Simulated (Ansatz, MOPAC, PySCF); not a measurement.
Complex: HF (SMILES F) (first 2 atoms) with Cl2 (SMILES ClCl); geometry from B3LYP-D3(BJ)/def2-TZVP.
(charge 0, multiplicity 1):
```xyz
4

F      0.4549     0.3837     0.1123
H      0.3388    -0.0612     0.9201
Cl    -0.3656     0.4903     4.0170
Cl     0.0459    -1.1642     2.9462
```

Counterpoise-corrected where a basis set is named; no monomer relaxation. Rows marked so take none.

Frozen-core correlation. Rows in 6-31G* carry no dispersion term and start afresh at each structure (6-31G* with six Cartesian d functions). The state that PM3 reach isn't checked.

Run with Ansatz (Gaussian orbitals); MOPAC for PM3 (differences of heats of formation); PySCF for 6-31G* rows. Each number belongs to the level named beside it.

### Question
Predict the interaction energy from PM3.

### Answer
-38 meV

### Question
What is the computed interaction energy (M06-2X/6-31G* (no counterpoise))?

### Answer
-45 meV

### Question
What is the computed interaction energy (MP2/aug-cc-pV(D+d)Z)?

### Answer
-53 meV

Ansatz is a first-principles code.
